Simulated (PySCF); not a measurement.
Species: C6H10F2.
Geometry (GFN2-xTB, Å), atoms numbered from 1 in this order:
```
atom  x, y, z in Å
C1    -2.197    0.625   -0.582
C2    -1.428    0.070    0.619
C3     0.005   -0.203    0.265
C4     0.258   -1.332   -0.687
C5     0.986    0.551    0.752
C6     2.430    0.359    0.415
F7     2.700    0.696   -0.882
F8     3.215    1.162    1.175
H9    -2.184   -0.078   -1.410
H10   -3.231    0.815   -0.307
H11   -1.749    1.559   -0.914
H12   -1.478    0.786    1.441
H13   -1.897   -0.860    0.946
H14    1.092   -1.945   -0.353
H15   -0.622   -1.962   -0.783
H16    0.515   -0.941   -1.671
H17    0.788    1.380    1.413
H18    2.788   -0.676    0.551
```

Theory: TDDFT PBE0/def2-SVPD, vertical, gas phase, core orbitals frozen in the response in PySCF 2.14.0, density-fitted response routines.

Frontier orbitals with the atoms that hold most of them (Löwdin shares over 4%, at most four atoms; ? is withheld):

| orbital | ε (eV) | atoms |
| --- | --- | --- |
| LUMO+2 | 1.16 | H18 16%, H14 11%, C6 11%, C1 11% |
| LUMO+1 | 0.58 | C4 15%, C1 12%, C2 9%, H15 8% |
| LUMO | ? | C3 31%, C5 25%, C6 8%, C4 6% |
| HOMO | -7.54 | ? |
| HOMO-1 | -9.24 | ? |
| HOMO-2 | -9.85 | C2 25%, C1 18%, H12 14%, H9 9% |
| HOMO-3 | -10.30 | C1 19%, C2 12%, F7 12%, H11 8% |

(1) Give the leading atoms of the HOMO.

(2) Which atoms hold the HOMO-1, and with what shares?

(3) What is the LUMO energy, and the HOMO–LUMO gap?

## Answers

(1) C5 (bonded to 2 C and H) 37%; C3 (bonded to 3 C) 29%; C4 (bonded to C and 3 H) 6%; C2 (bonded to 2 C and 2 H) 5%.

(2) F7 (bonded to C) 14%; C6 (bonded to C, 2 F and H) 14%; C5 (bonded to 2 C and H) 13%; F8 (bonded to C) 11%. By element: carbon 27% or more, fluorine 26%.

(3) ε(LUMO) = -0.31 eV; the gap is 7.23 eV (0.2655 hartree).

Question: How does S1 compare with the orbital gap of 7.23 eV?

Answer: S1 is at 6.78 eV (f = 0.394), 0.45 eV below the gap, made of HOMO→LUMO (95%). Without the coupling terms of the response equations the lowest excitation would equal the gap.

Question: One configuration dominates each of S1, S2, S3 and S6. Which, and how do the shares of the two leading atoms of either orbital change from the occupied to the empty one?

Answer: 
- S1 (6.78 eV, f 0.394), HOMO→LUMO (95%): C5 37% → 25%, C3 29% → 31%
- S2 (7.04 eV, f 0.0047), HOMO→LUMO+1 (97%): C5 37% → at most 8%, C3 29% → at most 8%, C4 6% → 15%, C1 at most 6% → 12%
- S3 (7.33 eV, f 0.0025), HOMO-1→LUMO (97%): F7 14% → at most 6%, C6 14% → 8%, C3 at most 12% → 31%, C5 13% → 25%
- S6 (8.08 eV, f 0.0040), HOMO-2→LUMO (92%): C2 25% → at most 6%, C1 18% → at most 6%, C3 at most 10% → 31%, C5 at most 10% → 25%

On one thread of an Arm Neoverse V1, shared host, this took 50 s of wall time (grids of density and orbitals included) and 0.99 GiB of memory at its peak.

One conformer stands for the species.
